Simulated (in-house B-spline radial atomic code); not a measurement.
Whole-atom quantities along the 5-electron series, configuration [He] 2s2 2p1. Breit and QED terms are first order and not part of the total energy; the density at the nucleus is averaged over the nuclear charge. Computed with a radial B-spline atomic code at the basis-set limit: Dirac-Hartree-Fock, average of the configuration, finite nuclei.

```json
{"ion": "Co22+", "Z": "27", "E/Z² (Eh)": "-1.3034", "Σ<r²> (bohr²)": "0.1868", "n(0)/Z³ (bohr⁻³)": "0.87115", "Lamb diamagnetic shielding (ppm)": "1301.29", "repulsion over attraction": "0.030504", "Breit energy (eV)": "9.0831", "self-energy (eV)": "10.599", "vacuum polarisation (eV)": "-0.9155", "Dirac less non-relativistic energy (Eh)": "-9.1251"}
{"ion": "Ni23+", "Z": "28", "E/Z² (Eh)": "-1.3073", "Σ<r²> (bohr²)": "0.17244", "n(0)/Z³ (bohr⁻³)": "0.88753", "Lamb diamagnetic shielding (ppm)": "1353.09", "repulsion over attraction": "0.029429", "Breit energy (eV)": "10.169", "self-energy (eV)": "12.015", "vacuum polarisation (eV)": "-1.0598", "Dirac less non-relativistic energy (Eh)": "-10.603"}
{"ion": "Cu24+", "Z": "29", "E/Z² (Eh)": "?", "Σ<r²> (bohr²)": "?", "n(0)/Z³ (bohr⁻³)": "?", "Lamb diamagnetic shielding (ppm)": "?", "repulsion over attraction": "?", "Breit energy (eV)": "?", "self-energy (eV)": "?", "vacuum polarisation (eV)": "?", "Dirac less non-relativistic energy (Eh)": "?"}
{"ion": "Zn25+", "Z": "30", "E/Z² (Eh)": "-1.3148", "Σ<r²> (bohr²)": "0.14818", "n(0)/Z³ (bohr⁻³)": "0.92009", "Lamb diamagnetic shielding (ppm)": "1457.41", "repulsion over attraction": "0.027489", "Breit energy (eV)": "12.598", "self-energy (eV)": "15.235", "vacuum polarisation (eV)": "-1.3997", "Dirac less non-relativistic energy (Eh)": "-14.097"}
{"ion": "Ga26+", "Z": "31", "E/Z² (Eh)": "-1.3183", "Σ<r²> (bohr²)": "0.13789", "n(0)/Z³ (bohr⁻³)": "0.93738", "Lamb diamagnetic shielding (ppm)": "1509.96", "repulsion over attraction": "0.026609", "Breit energy (eV)": "13.947", "self-energy (eV)": "17.052", "vacuum polarisation (eV)": "-1.5979", "Dirac less non-relativistic energy (Eh)": "-16.141"}
{"ion": "Ge27+", "Z": "32", "E/Z² (Eh)": "-1.3217", "Σ<r²> (bohr²)": "0.12861", "n(0)/Z³ (bohr⁻³)": "0.95519", "Lamb diamagnetic shielding (ppm)": "1562.77", "repulsion over attraction": "0.025783", "Breit energy (eV)": "15.392", "self-energy (eV)": "19.017", "vacuum polarisation (eV)": "-1.8169", "Dirac less non-relativistic energy (Eh)": "-18.402"}
{"ion": "As28+", "Z": "33", "E/Z² (Eh)": "?", "Σ<r²> (bohr²)": "?", "n(0)/Z³ (bohr⁻³)": "?", "Lamb diamagnetic shielding (ppm)": "?", "repulsion over attraction": "?", "Breit energy (eV)": "?", "self-energy (eV)": "?", "vacuum polarisation (eV)": "?", "Dirac less non-relativistic energy (Eh)": "?"}
{"ion": "Se29+", "Z": "34", "E/Z² (Eh)": "-1.3283", "Σ<r²> (bohr²)": "0.11259", "n(0)/Z³ (bohr⁻³)": "0.9943", "Lamb diamagnetic shielding (ppm)": "1669.27", "repulsion over attraction": "0.024272", "Breit energy (eV)": "18.578", "self-energy (eV)": "23.414", "vacuum polarisation (eV)": "-2.3232", "Dirac less non-relativistic energy (Eh)": "-23.642"}
{"ion": "Br30+", "Z": "35", "E/Z² (Eh)": "-1.3315", "Σ<r²> (bohr²)": "0.10564", "n(0)/Z³ (bohr⁻³)": "1.0152", "Lamb diamagnetic shielding (ppm)": "1722.97", "repulsion over attraction": "0.023579", "Breit energy (eV)": "20.328", "self-energy (eV)": "25.86", "vacuum polarisation (eV)": "-2.6139", "Dirac less non-relativistic energy (Eh)": "-26.653"}
{"ion": "Kr31+", "Z": "36", "E/Z² (Eh)": "?", "Σ<r²> (bohr²)": "?", "n(0)/Z³ (bohr⁻³)": "?", "Lamb diamagnetic shielding (ppm)": "?", "repulsion over attraction": "?", "Breit energy (eV)": "?", "self-energy (eV)": "?", "vacuum polarisation (eV)": "?", "Dirac less non-relativistic energy (Eh)": "?"}
{"ion": "Rb32+", "Z": "37", "E/Z² (Eh)": "-1.3377", "Σ<r²> (bohr²)": "0.093502", "n(0)/Z³ (bohr⁻³)": "1.0599", "Lamb diamagnetic shielding (ppm)": "1831.33", "repulsion over attraction": "0.022302", "Breit energy (eV)": "24.157", "self-energy (eV)": "31.286", "vacuum polarisation (eV)": "-3.2788", "Dirac less non-relativistic energy (Eh)": "-33.545"}
```

Question: Fill in the row of Cu24+.

Answer: E/Z² (Eh): -1.3111; Σ<r²> (bohr²): 0.15963; n(0)/Z³ (bohr⁻³): 0.90315; Lamb diamagnetic shielding (ppm): 1405.13; repulsion over attraction: 0.028427; Breit energy (eV): 11.34; self-energy (eV): 13.558; vacuum polarisation (eV): -1.2208; Dirac less non-relativistic energy (Eh): -12.256.

Question: Fill in the row of As28+.

Answer: E/Z² (Eh): -1.325; Σ<r²> (bohr²): 0.12021; n(0)/Z³ (bohr⁻³): 0.97452; Lamb diamagnetic shielding (ppm): 1615.87; repulsion over attraction: 0.025005; Breit energy (eV): 16.934; self-energy (eV): 21.135; vacuum polarisation (eV): -2.0581; Dirac less non-relativistic energy (Eh): -20.897.

Question: Fill in the row of Kr31+.

Answer: E/Z² (Eh): -1.3346; Σ<r²> (bohr²): 0.099305; n(0)/Z³ (bohr⁻³): 1.037; Lamb diamagnetic shielding (ppm): 1776.98; repulsion over attraction: 0.022923; Breit energy (eV): 22.186; self-energy (eV): 28.482; vacuum polarisation (eV): -2.9318; Dirac less non-relativistic energy (Eh): -29.948.

Question: With what power of Z does the column «Breit energy (eV)» change over this range?

Answer: A fit of the logarithm of its size against log Z from Z = 27 to 37 has slope 3.10.
